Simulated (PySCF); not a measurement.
C4H8Si2. Atoms are numbered in the order given.

```xyz
14

Si     0.0223    -2.3274     0.0000
C      0.1357    -0.4728     0.0000
C      1.3124     0.2200     0.0000
C      1.2576     1.6977     0.0000
C      0.0258     2.2651     0.0000
Si    -1.2048     0.8510     0.0000
H     -0.7189    -2.8194     1.2033
H     -0.7189    -2.8194    -1.2033
H      1.3949    -2.9215     0.0000
H      2.2954    -0.2729     0.0000
H      2.1920     2.2736     0.0000
H     -0.1174     3.3488     0.0000
H     -2.0806     0.8098    -1.2113
H     -2.0806     0.8098     1.2113
```
Charge 0, spin multiplicity 1.

Coordinates come from a r2SCAN-D4/def2-SVP optimisation. The structure was generated by enumeration, and PubChem lists no compound with its InChIKey, so it may never have been made.

Computed with B3LYP/def2-TZVP (PySCF).

ESP charges are fitted to the potential on shells at 1.4 to 2.0 van der Waals radii. Atomic charges (e):

```csv
atom,Löwdin,ESP fit,IAO
Si1,0.28,0.18,0.65
C2,___,-0.16,-0.58
C3,___,-0.03,-0.11
C4,___,-0.14,-0.13
C5,___,-0.33,-0.43
Si6,___,0.39,0.80
H7,-0.04,-0.06,-0.14
H8,-0.04,-0.06,-0.14
H9,-0.04,-0.06,-0.13
H10,0.14,0.11,0.14
H11,0.14,0.14,0.15
H12,0.13,0.17,0.16
H13,-0.03,-0.08,-0.12
H14,-0.03,-0.08,-0.12
```

Q: Complete the blanks. (The exact figures need the calculation; the answer reports its results.)

A: 
- C2, Löwdin: -0.34
- C3, Löwdin: -0.14
- C4, Löwdin: -0.16
- C5, Löwdin: -0.24
- Si6, Löwdin: 0.36

Computed Mayer and Wiberg (Löwdin basis) orders of the bonds:
| bond | Mayer | Wiberg |
|---|---|---|
| Si1–C2 | 0.99 | 1.16 |
| C2–C3 | 1.72 | 1.87 |
| C3–C4 | 1.02 | 1.25 |
| C4–C5 | 1.85 | 1.97 |
| C2–Si6 | 0.98 | 1.03 |
| C5–Si6 | 0.96 | 1.08 |
| Si1–H7 | 0.94 | 0.95 |
| Si1–H8 | 0.94 | 0.95 |
| Si1–H9 | 0.95 | 0.94 |
| C3–H10 | 0.94 | 0.83 |
| C4–H11 | 0.94 | 0.84 |
| C5–H12 | 0.94 | 0.87 |
| Si6–H13 | 0.93 | 0.91 |
| Si6–H14 | 0.93 | 0.91 |
